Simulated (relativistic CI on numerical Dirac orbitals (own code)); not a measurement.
Radial Dirac CI calculation of Pd³⁺.

Command:

```sh
python run_levels.py task.json out
```

Input:

```
atom Pd  Z=46  charge=3  electrons=43
nucleus A=106  rms_radius_fm=4.5318
hamiltonian dirac-coulomb  breit=on  qed=on  c_scale=1
orbitals kli  potential=per-configuration
slater_scale 1
correlation none
mixing on
grid step=0.006 r_max=50.3
scf mixing=0.4 start=green max_iterations=150 tolerance=2e-08 node_fill=0.05
configurations
  [Kr] 4d7
  [Kr] 4d6 5s
  [Kr] 4d6 5p
end
```

Output:

```
SCF 1: [Kr] 4d7
 iter      energy (Ha)   residual   last orbital (Ha)
    1     -5021.907938   2.43e+00     -3.65349
    2     -5040.004487   8.10e-01     -2.22593
    3     -5042.200156   1.20e-01     -1.74179
    4     -5042.248747   8.58e-02     -1.85489
    5     -5042.265691   2.07e-02     -1.80938
    6     -5042.265988   9.31e-04     -1.78211
    7     -5042.266065   1.42e-04     -1.78302
    8     -5042.266090   3.55e-05     -1.78320
    9     -5042.266088   2.59e-06     -1.78315
   10     -5042.266088   4.58e-07     -1.78315
   11     -5042.266088   1.68e-09     -1.78315
SCF 2: [Kr] 4d6 5s
 iter      energy (Ha)   residual   last orbital (Ha)
    1     -5023.033632   2.37e+00     -1.93977
    2     -5039.598995   8.13e-01     -1.50354
    3     -5041.756864   1.19e-01     -1.32523
    4     -5041.804822   8.09e-02     -1.33743
    5     -5041.817500   2.22e-02     -1.32037
    6     -5041.817459   2.93e-04     -1.30822
    7     -5041.817560   6.26e-04     -1.30819
    8     -5041.817523   8.33e-05     -1.30796
    9     -5041.817518   5.20e-07     -1.30791
   10     -5041.817518   7.91e-07     -1.30791
   11     -5041.817518   8.94e-09     -1.30791
SCF 3: [Kr] 4d6 5p
 iter      energy (Ha)   residual   last orbital (Ha)
    1     -5022.840012   2.37e+00     -1.51778
    2     -5039.328897   8.12e-01     -1.17513
    3     -5041.484852   1.21e-01     -1.04123
    4     -5041.531940   7.78e-02     -1.04492
    5     -5041.543664   2.09e-02     -1.03290
    6     -5041.543640   6.74e-04     -1.02420
    7     -5041.543785   9.43e-04     -1.02435
    8     -5041.543733   8.93e-05     -1.02409
    9     -5041.543727   1.59e-06     -1.02406
   10     -5041.543727   6.16e-07     -1.02406
   11     -5041.543727   8.64e-09     -1.02406
orbital energies (Ha): 3p3/2 -20.5016  3d3/2 -13.9409  3d5/2 -13.7377  4s -4.8807  4p1/2 -3.7277  4p3/2 -3.5627  4d3/2 -1.8038  4d5/2 -1.7832
configuration averages (Ha): Dirac-Coulomb, Breit, QED
  4d7                          -5042.266088    3.315056    2.213900
  4d6 5s                       -5041.817518    3.315896    2.214680
  4d6 5p                       -5041.543727    3.315894    2.214076
levels: no., configuration, term, J, E (cm-1), weight
   1 4d7                    4F   9/2              0.0  0.98
   2 4d7                    4F   7/2           2691.9  0.99
   3 4d7                    4F   5/2           4406.6  0.98
   4 4d7                    4F   3/2           5490.2  0.97
   5 4d7                    4P   3/2          16303.8  0.77
   6 4d7                    4P   5/2          16379.5  0.97
   7 4d7                    2G   9/2          17203.9  0.87
   8 4d7                    4P   1/2          18148.0  0.91
   9 4d7                    2G   7/2          19844.9  0.99
  10 4d7                    2P   3/2          22597.8  0.50
  11 4d7                    2H   11/2         23010.9  1.00
  12 4d7                    2D   5/2          24926.0  0.96
  13 4d7                    2P   1/2          25388.8  0.91
  14 4d7                    2H   9/2          25676.5  0.89
lowest total energy -5036.839919 Ha
end: converged
```

Against the reference input this run has: grid step 0.006. The reference run ends at -5036.839812 Ha with Breit and QED terms.

With so few configurations and no correlation, terms lie too far apart (by 10 to 50 % or more near neutrality), their order can be wrong, and levels of other configurations are missing.
